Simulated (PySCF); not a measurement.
C2H5F3Si.

```xyz
11

C     -2.3399     0.1969     0.4110
C     -1.2262    -0.8182     0.1524
Si     0.4244    -0.0422    -0.0750
F      0.4397     0.9707    -1.3214
F      1.5779    -1.1267    -0.3367
F      0.8634     0.8105     1.2134
H     -2.1421     0.7856     1.3195
H     -2.4394     0.9043    -0.4262
H     -3.3110    -0.3025     0.5423
H     -1.1435    -1.5384     0.9843
H     -1.4379    -1.4203    -0.7478
```

Geometry optimised at PBE0-D3(BJ)/def2-SVP. Other conformers were not sampled.

Calculation: PySCF with PBE0/pcSseg-1. Non-relativistic, no solvent.

Computed absolute GIAO shielding of each atom: isotropic value and principal components (ppm):
```json
[
 {"atom": "C1", "σ(iso)": "178.1", "σ11": "172.8", "σ22": "174.2", "σ33": "187.4", "span": "14.5"},
 {"atom": "C2", "σ(iso)": "181.2", "σ11": "177.5", "σ22": "177.6", "σ33": "188.4", "span": "10.9"},
 {"atom": "Si3", "σ(iso)": "397.3", "σ11": "367.2", "σ22": "371.5", "σ33": "453.3", "span": "86.1"},
 {"atom": "F4", "σ(iso)": "322.5", "σ11": "260.4", "σ22": "302.6", "σ33": "404.5", "span": "144.1"},
 {"atom": "F5", "σ(iso)": "315.2", "σ11": "258.9", "σ22": "286.1", "σ33": "400.7", "span": "141.8"},
 {"atom": "F6", "σ(iso)": "322.5", "σ11": "260.2", "σ22": "302.9", "σ33": "404.5", "span": "144.2"},
 {"atom": "H7", "σ(iso)": "30.2", "σ11": "25.3", "σ22": "28.9", "σ33": "36.5", "span": "11.2"},
 {"atom": "H8", "σ(iso)": "30.2", "σ11": "25.3", "σ22": "28.9", "σ33": "36.5", "span": "11.2"},
 {"atom": "H9", "σ(iso)": "30.0", "σ11": "24.9", "σ22": "27.4", "σ33": "37.8", "span": "12.8"},
 {"atom": "H10", "σ(iso)": "30.5", "σ11": "25.8", "σ22": "28.8", "σ33": "37.1", "span": "11.3"},
 {"atom": "H11", "σ(iso)": "30.5", "σ11": "25.8", "σ22": "28.7", "σ33": "37.1", "span": "11.3"}
]
```
